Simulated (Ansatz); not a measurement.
C$_{3}$H$_{5}$F$_{3}$O$_{4}$S (`O=S(=O)(OCCO)C(F)(F)F`) from Hartree–Fock to CCSD(T)

Cartesian coordinates in Å:
```
O -0.0239 -2.7266 0.0186
S -0.4712 -1.4807 0.5212
O -0.5174 -1.1751 1.9093
O 0.2975 -0.3708 -0.2674
C 0.4146 0.9838 0.2507
C 1.8102 1.4538 -0.0603
O 2.0626 1.5323 -1.4378
C -2.1796 -1.2229 -0.1324
F -2.5807 0.0128 0.1458
F -2.2008 -1.3977 -1.4415
F -2.9958 -2.0862 0.4429
H 0.2237 0.9741 1.3244
H -0.3313 1.5890 -0.2661
H 1.9221 2.4641 0.3421
H 2.5346 0.8074 0.4522
H 2.0355 0.6428 -1.8019
```

Total charge 0; spin multiplicity 1. Geometry: relaxed with PBE0-D4/def2-TZVP. It is one conformer, not always the lowest. Frozen core, restricted reference, Ansatz. CBS rows extrapolate triple and quadruple zeta; past MP2 they add the triple-zeta difference.

```csv
basis,HF (Eh),MP2 corr.,CCSD corr.,(T),CCSD(T) total
def2-SVP,-1110.99637,-1.83278,?,-0.04985,?
def2-TZVPP,?,-2.36723,?,-0.09292,?
def2-QZVPP,-1112.13402,?,–,–,–
CBS(def2),-1112.14037,-2.71632,-2.73299,as TZ,-1114.96628
```

(1) Fill in the withheld values. (An estimate is asked.)

Answers

(1) Ansatz gave: def2-SVP CCSD corr.: -1.87287; def2-SVP CCSD(T) total: -1112.91909; def2-TZVPP HF (Eh): -1112.08790; def2-TZVPP CCSD corr.: -2.38390; def2-TZVPP CCSD(T) total: -1114.56472; def2-QZVPP MP2 corr.: -2.56777.
